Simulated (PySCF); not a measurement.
Vertical excitations of a molecule C₄H₅FSi from TDDFT-ωB97X/def2-SVPD (PySCF), as energy in eV (oscillator strength): 5.52 (0.397), 5.66 (0.000), 5.96 (0.000), 7.02 (0.257), 7.32 (0.000), 7.41 (0.003), 8.05 (0.002), 8.14 (0.003), 8.25 (0.000), 8.44 (0.036). Lowest triplet (TDA): 3.37 eV. The structure is a stationary point at B3LYP-D3(BJ)/def2-SVP. The values are those of a single conformer.

Which structure fits?
(A) C#C/C=C(/F)[SiH3]
(B) C=CC#C[SiH2]F
(C) C#C/C(F)=C/[SiH3]
(D) C#C[Si@H](F)C=C

C, C#C/C(F)=C/[SiH3]
